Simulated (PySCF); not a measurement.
ClLi (SMILES [Li][Cl]), singlet, at a GFN2-xTB geometry (such geometries of metal compounds can be far from the true shape). Base run: BLYP/6-31G* (PySCF).

Input for PySCF:
```python
from pyscf import gto, scf, dft

mol = gto.Mole()
mol.atom = '''
    Li   -0.000000   -0.000000   -1.663114
    Cl    0.000000    0.000000    0.293491
'''
mol.basis = '6-31g*'
mol.charge = 0
mol.spin = 0
mol.verbose = 5
mol.build()

mf = dft.RKS(mol)
mf.xc = 'blyp'
mf.kernel()
mf.analyze()
```

The base run was repeated with changes; each row names its change, and settings that it needs were set with it.

| change | ΔE vs base (mEh) | fitting functions | dipole (D) | outcome |
|---|---|---|---|---|
| base | 0.000 | - | 6.44 | converged |
| auxbasis = autoaux | -0.012 | 262 | 6.44 | converged |
| auxbasis = default (with mf = mf.density_fit()) | -0.004 | 195 | 6.44 | converged |
| auxbasis = even-tempered beta=2.0 | -0.013 | 257 | 6.44 | converged |
| auxbasis = cc-pvtz-jkfit | - | - | - | input refused |
| auxbasis = even-tempered beta=3.0 | -1.306 | 168 | 6.44 | converged |
| auxbasis = def2-svp-ri | -870.8 | 87 | 6.42 | converged |
| auxbasis = even-tempered beta=1.6 | -0.003 | 374 | 6.44 | converged |
| auxbasis = def2-tzvp-ri | … | … | … | converged |
| auxbasis = cc-pvtz-ri | … | … | 6.44 | converged |

Question: What belongs in the gaps?

Answer: 
- auxbasis = def2-tzvp-ri, ΔE vs base (mEh): -29.415
- auxbasis = def2-tzvp-ri, fitting functions: 152
- auxbasis = def2-tzvp-ri, dipole (D): 6.45
- auxbasis = cc-pvtz-ri, ΔE vs base (mEh): -14.200
- auxbasis = cc-pvtz-ri, fitting functions: 203

A fitting set is made for a task (jfit for Coulomb, jkfit for Coulomb and exchange, ri for correlation) and for a family of orbital bases.

- auxbasis = cc-pvtz-jkfit: ended with `pyscf.lib.exceptions.BasisNotFoundError: Basis set not found for Li in cc-pvtz-jkfit`
